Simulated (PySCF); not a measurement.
SMILES Cc1ccccc1C(C)C (C10H14), singlet (GFN2-xTB optimised geometry):

```
24

C     -1.796    -1.786    -0.005
C     -0.997    -0.513     0.000
C     -1.672     0.702     0.004
C     -0.995     1.906     0.006
C      0.388     1.907     0.004
C      1.070     0.705     0.000
C      0.401    -0.513     0.000
C      1.204    -1.795    -0.008
C      2.023    -1.907    -1.296
C      2.111    -1.880     1.222
H     -1.568    -2.386    -0.884
H     -2.860    -1.561    -0.014
H     -1.583    -2.383     0.881
H     -2.754     0.702     0.004
H     -1.543     2.837     0.009
H      0.934     2.839     0.004
H      2.150     0.718    -0.003
H      0.522    -2.647     0.027
H      2.557    -2.855    -1.322
H      2.750    -1.102    -1.367
H      1.370    -1.854    -2.165
H      2.625    -2.839     1.244
H      1.523    -1.781     2.133
H      2.860    -1.093     1.213
```

Level of theory: B3LYP/def2-SVP (PySCF 2.14.0).

Question: What are the frontier orbital energies and the dipole moment?

Answer: HOMO-2 -8.68 eV, HOMO-1 -6.70 eV, HOMO -6.48 eV, LUMO -0.04 eV, LUMO+1 0.07 eV; dipole moment 0.62 D.

On the same geometry PBE/def2-SVP run with PySCF 2.14.0 gives HOMO-2 -7.46 eV, HOMO-1 -5.93 eV, HOMO -5.72 eV, LUMO -0.79 eV, LUMO+1 -0.69 eV; dipole moment 0.67 D.

Meta-Löwdin charges at B3LYP/def2-SVP: C1 -0.29, C2 0.01, C3 -0.11, C4 -0.11, C5 -0.11, C6 -0.11, C7 0.00, C8 -0.04, C9 -0.28, C10 -0.28, H11 0.10, H12 0.10, H13 0.10, H14 0.09, H15 0.10, H16 0.10, H17 0.09, H18 0.08, H19 0.09, H20 0.09, H21 0.09, H22 0.09, H23 0.09, H24 0.09.
